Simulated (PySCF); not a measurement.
HfCl2, SMILES [Cl][Hf][Cl] (connectivity only; charge and spin as stated), neutral, multiplicity 3. Atoms are numbered in the order given.

```xyz
3

Hf     0.0000     0.0000    -0.1501
Cl     0.0000    -2.3227     0.3178
Cl     0.0000     2.3227     0.3178
```
Charge 0, spin multiplicity 3.

Coordinates come from a B3LYP-D3(BJ)/def2-TZVP optimisation. The spin state was assumed, not searched. The def2 effective core potentials stand for the cores of Hf; spin–orbit coupling is left out.

The numbers are results of PySCF with B3LYP-D3(BJ)/def2-TZVP, not measurements.

Frequencies are harmonic and unscaled.

Computed vibrational spectrum:
```tsv
mode	ν (cm⁻¹)	IR (km/mol)	moving atoms (share of kinetic energy)
1	29	2.9	Cl 73 %, Hf 27 %
2	345	3.1	Cl 98 %
3	359	120.8	Cl 72 %, Hf 28 %
```
